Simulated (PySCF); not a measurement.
Coordinates in bohr (charge 1 multiplicity 4):
```
Ir    0.0000    0.0000   -0.0262
H     0.0000    0.0000    2.8841
H     2.8998    0.0000    1.1113
H    -2.8998    0.0000    1.1113
```

Level of theory: UPBE0 in PySCF with Ir def2-TZVP with ECP60, H def2-TZVP; scalar-relativistic core potentials, no spin–orbit coupling; density-fitted integrals.

This geometry of IrH₃⁺ is a stationary point at this level.

What is the point group?

C2v.

Is it a minimum?

No: it has 1 imaginary mode, at 325i cm⁻¹ (b2).

Which band is strongest in the infrared?

1684 cm⁻¹ (b2), 74 km/mol.

What are the dipole moment and the gap between the highest occupied and lowest empty levels of either spin?

0.22 D about the centre of mass and 1.76 eV.

Only a few start shapes were tried, so a lower isomer may exist. With open d or f shells other occupations or spin states may lie lower. At this level a quartet minimum of Cs symmetry lies 71 kJ/mol below this structure. With an element this heavy the missing spin–orbit coupling can shift these numbers.
